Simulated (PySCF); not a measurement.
Cd(OH)(OMe) (CH₄CdO₂), SMILES C[O][Cd][OH].

Geometry: r2SCAN-D4/def2-SVP. The structure was generated by enumeration; whether it is a known compound was not checked. The def2 effective core potentials stand for the cores of Cd; spin–orbit coupling is left out. The values are those of a single conformer.

Method: PBE0/def2-TZVPD run with PySCF.

Gas-phase values at a fixed geometry.

Computed frontier levels, gap, dipole moment and polarisability:
The highest occupied level comes out as -7.32 eV, the lowest empty level is -1.58 eV and the orbital gap is 5.74 eV. The dipole moment is 1.88 D and the quadrupole, principal values (traceless, Buckingham form, about the centre of nuclear charge) is -11.26, 3.55, 7.71 D·Å. The mean static polarisability comes out as 53.3 bohr³ (7.89 Å³) and the polarisability, principal values is 41.6, 42.9, 75.3 bohr³.
